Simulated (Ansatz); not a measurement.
`C=[C](F)[InH][CH3]` + `O[SiH](O)CCl` → `[CH3][InH][CH2]Cl` + `C=C(F)[SiH](O)O`  (redistribution)

Calculated with Ansatz (gas phase, PBE0-D4/def2-TZVP geometries, no zero-point term in ΔE). CCSD(T)/CBS is the MP2 limit (def2-TZVPP, def2-QZVPP) plus CCSD(T) − MP2 in def2-TZVPP, frozen cores. Functionals use def2-TZVPP. Elements past krypton have def2 core potentials. For In outer-core shells are correlated without core-valence functions, which leaves a few kJ/mol of doubt a bond. Each species was taken in one conformer, which may not be the lowest.

Is it downhill or uphill in electronic energy at CCSD(T)/CBS, and by how much? (Best estimate.)

The calculation gave: Uphill: ΔE = +0.07 eV.

What do these levels give: PBE-D4, r2SCAN-D4, PBE0-D4, ωB97X-V, B2PLYP, PBE, r2SCAN, PBE0, SCS-MP2/def2-TZVPP, CCSD/def2-TZVPP, HF/def2-QZVPP, SCS-MP2/def2-QZVPP? (Estimate.)

Ansatz gave: PBE-D4 0.09, r2SCAN-D4 0.08, PBE0-D4 0.10, ωB97X-V 0.11, B2PLYP 0.10, PBE 0.09, r2SCAN 0.08, PBE0 0.11, SCS-MP2/def2-TZVPP 0.10, CCSD/def2-TZVPP 0.11, HF/def2-QZVPP 0.13, SCS-MP2/def2-QZVPP 0.09 eV.

Largest T1 diagnostic among the species: 0.013.
